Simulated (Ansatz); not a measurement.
Job for Ansatz (a program for electronic structure): U-CCSD(T)/cc-pVTZ on BH3O (SMILES BO), a point of a bond scan (R = 1.060 Å).

Ansatz 0.2 input:
```yaml
crystal:
  periodic: [false, false, false]
  atoms:
    - {symbol: B, position_ang: [-0.44836328, -0.55342233, 0.06101432]}
    - {symbol: H, position_ang: [-0.33819344, -1.33752824, 0.95180133]}
    - {symbol: H, position_ang: [-1.30242775, -0.64193468, -0.77341615]}
    - {symbol: O, position_ang: [0.44517449, 0.45958125, 0.02792633]}
    - {symbol: H, position_ang: [0.30862840, 1.13095893, -0.78034676]}
basis:
  gaussian:
    orbitals: cc-pVTZ
correlation: {method: ccsd_t, electrons: outside_noble_gas}
scf: {omitted_lower_state_checks: [cluster_reference]}
magnetization: {spin_polarized: true, initial_magnetization: 0}
```

The head of its log:

```
WARN ansatz: RAYON_NUM_THREADS=1 ignored (pool sized by the plan → 1); use --threads N
Functional definition: HF
these checks for a lower state are left out or cut short: cluster_reference
integrals: 0.18 GiB planned
591 factors; integrals over basis functions are off by at most 1.4e-3 eV
mean field: 0.19 GiB planned
mean field evaluation 1: about -2756.1422 eV, gradient 2.2e1 eV
mean field evaluation 2: about -2756.1431 eV, gradient 2.2e1 eV
mean field evaluation 4: about -2758.0366 eV, gradient 1.7e0 eV
mean field evaluation 8: about -2758.0579 eV, gradient 6.4e-4 eV
mean field -2758.05794236 eV, -101.3567599029 hartree, gradient 2.9e-6 eV, S^2 0.000000; 0 other end points of the search recorded, 0 dependent functions left out
2 core orbitals not correlated
reference -2758.05794236 eV, -101.3567599029 hartree; 6, 6 occupied and 94, 94 virtual orbitals, 591 factors
```

**Question.** Predict the final total energy.

**Answer.** -101.7415 hartree (reference determinant -101.3568, T1 diagnostic 0.014).
